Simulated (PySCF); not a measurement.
Cl₂H₂O₂Si, SMILES Cl[Si](O)(O)Cl. Heavy atoms are numbered as in [OH:1][Si:2]([OH:3])([Cl:4])[Cl:5]. Hydrogens are named by the atom that carries them.

Geometry optimised at PBE0-D3(BJ)/def2-SVP. One conformer was computed; it need not be the lowest.

The numbers are results of PBE/def2-TZVP (PySCF), not measurements.

Atomic charges (e), one atom of each kind:

| atom | meta-Löwdin | Mulliken |
|---|---|---|
| O1 (OH) | -0.72 | -0.44 |
| Si2 | 1.25 | 0.62 |
| Cl4 | -0.27 | -0.19 |
| H on O1 | 0.36 | 0.32 |

Computed Mayer and Wiberg (Löwdin basis) orders of the bonds:
```json
[
 {"bond": "O1–Si2", "Mayer": "1.29", "Wiberg": "1.73"},
 {"bond": "Si2–O3", "Mayer": "1.29", "Wiberg": "1.73"},
 {"bond": "Si2–Cl4", "Mayer": "1.20", "Wiberg": "1.85"},
 {"bond": "Si2–Cl5", "Mayer": "1.20", "Wiberg": "1.85"}
]
```
